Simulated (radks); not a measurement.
Results of a calculation; reference values are marked as such.
Ionisation of Au4+, [Xe] 4f14 5d7, to Au5+, [Xe] 4f14 5d6, under several functionals. Dirac Kohn-Sham, spin-unpolarised, spherical densities, finite nucleus; open shells fill j = l - 1/2 first; a radial shooting solver on a logarithmic mesh with Libxc functionals.

| functional | E(Au4+) (hartree) | Exc (hartree) | IE (eV) | -e(HOMO) (eV) | <r> HOMO (bohr) | IE error (eV) |
|---|---|---|---|---|---|---|
| exchange-only LDA | -19021.1191 | -344.8689 | 60.046 | 52.584 | 1.409 | +0.046 |
| OLYP | -19046.4545 | -370.6121 | 61.630 | 54.112 | 1.395 | +1.630 |
| PW91 | -19041.5593 | -365.5052 | 61.541 | 54.050 | 1.402 | +1.541 |
| BLYP | -19040.7972 | -364.7163 | 61.303 | 53.820 | 1.406 | +1.303 |
| exchange-only PBE | -19035.1147 | -358.9880 | 60.140 | 52.676 | 1.410 | +0.140 |
| BP86 | -19041.9554 | -365.9040 | 61.553 | 54.067 | 1.400 | +1.553 |

NIST Atomic Spectra Database: 60 eV (theoretical). Closest: exchange-only LDA. The Delta-SCF values span 1.58 eV, the total energies 25.34 hartree. The highest occupied level is 5d5/2. Spin polarisation and multiplet splitting are left out, so open shells lie too high by an amount that depends on their filling.

Beside tabulated values, note that spin-unpolarised runs miss the spin-polarisation part of the exchange energy of open shells.
